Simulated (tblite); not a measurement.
Species: C₅H₇F₃N (doublet state).
Atom-mapped SMILES: `[NH2:1][CH:2][C:3]([F:4])([F:5])/[CH:6]=[CH:7]\[CH2:8][F:9]` (hydrogens: H10, H11 on N1; H12 on C2; H13 on C6; H14 on C7; H15, H16 on C8)

Structure used (GFN2-xTB), in Å, numbered top down from 1:
```xyz
16
C5H7F3N angstrom
N     -2.729    0.581    0.259
C     -1.931   -0.311   -0.429
C     -0.525   -0.499   -0.071
F     -0.396   -1.435    1.013
F      0.124   -1.161   -1.079
C      0.207    0.756    0.313
C      1.503    0.791    0.594
C      2.412   -0.392    0.615
F      3.651   -0.028    1.083
H     -3.721    0.419    0.185
H     -2.419    0.826    1.190
H     -2.371   -0.941   -1.177
H     -0.386    1.656    0.306
H      1.979    1.731    0.835
H      2.037   -1.181    1.276
H      2.557   -0.803   -0.391
```

Level: GFN2-xTB in tblite, geometry and Hessian alike; calculated harmonic values, unscaled, isolated species. Against measured fundamentals such values can be off by several per cent, at times by over 20. One conformer, not necessarily the lowest. Open shells enter through the occupations alone, without spin polarisation, and single modes of such species can be off by tens of per cent.

Harmonic wavenumbers (cm⁻¹): 46.0, 61.1, 87.9, 119.8, 188.2, 228.7, 239.0, 309.0, 352.3, 406.2, 416.7, 470.4, 497.5, 527.6, 601.8, 673.3, 685.9, 737.6, 834.7, 901.1, 965.9, 998.1, 1035.2, 1063.2, 1093.7, 1186.0, 1202.8, 1211.4, 1240.4, 1297.7, 1345.3, 1410.1, 1419.7, 1492.4, 1688.3, 2924.2, 2945.1, 3080.6, 3110.2, 3155.5, 3409.0, 3480.5.

A = 3440, B = 844.3, C = 783.6 MHz; mass 138.053 u (most abundant isotopes); point group C1, symmetry number 1; spin multiplicity 2.

Task: Zero-point energy?

Result: Half the sum of the wavenumbers: 24570 cm⁻¹ = 70.25 kcal/mol.

Task: Entropy at 500 K, 1 bar (ideal gas, RRHO, classical rotation)?

Result: Translation 43.27, rotation 30.88, vibration 50.68, spin (R ln 2) 1.38: S = 126.2 cal/(mol K).

Task: And Cp and H(500 K) − H(0)?

Result: Cp = 53.86 cal/(mol K), of which vibrations give 45.91 (their classical limit is 42 R = 83.5); H(500 K) − H(0) = 16.63 kcal/mol without the zero-point energy, 12.65 from vibrations.

Task: Which modes carry the vibrational entropy at 500 K?

Result: 46.0 cm⁻¹: 6.01; 61.1 cm⁻¹: 5.44; 87.9 cm⁻¹: 4.72; 119.8 cm⁻¹: 4.11; 188.2 cm⁻¹: 3.23; 228.7 cm⁻¹: 2.85 cal/(mol K); the other 36 give 24.31 together.

Task: What must be added to the electronic energy to get the Gibbs energy at 500 K and 1 bar?

Result: ZPE + [H(500 K) − H(0)] − T·S = 70.25 + 16.63 − 63.10 = 23.78 kcal/mol.

Task: Blend soft modes into free rotors: weight 1/[1 + (100 cm⁻¹/ν̃)⁴] for the oscillator and the rest for a rotor with moment μB/(μ + B), μ = h/(8π²ν), B = 10⁻⁴⁴ kg m². What vibrational entropy results?

Result: 46.38 cal/(mol K) in place of 50.68, which changes −T·S at 500 K by +2.15 kcal/mol.

Task: How do the functions run with temperature in this model?

Result: 
```csv
T (K),S (cal/(mol K)),Cp (cal/(mol K)),H − H(0) (kcal/mol),G − H(0) (kcal/mol),ln q(vib)
100,72.1,19.3,1.35,-5.87,1.96
200,88.7,29.6,3.80,-13.95,4.75
300,102.6,39.0,7.24,-23.53,7.50
800,154.7,66.8,34.94,-88.79,19.96
1000,170.2,72.2,48.87,-121.31,24.26
```

q(vib) and H(0) count from the zero-point level.

Hindered rotation and anharmonicity are outside this model. Other conformers, if any are populated, would add a mixing term that is left out. The structure is chiral; the term R ln 2 for an equal mix with its mirror image is left out.
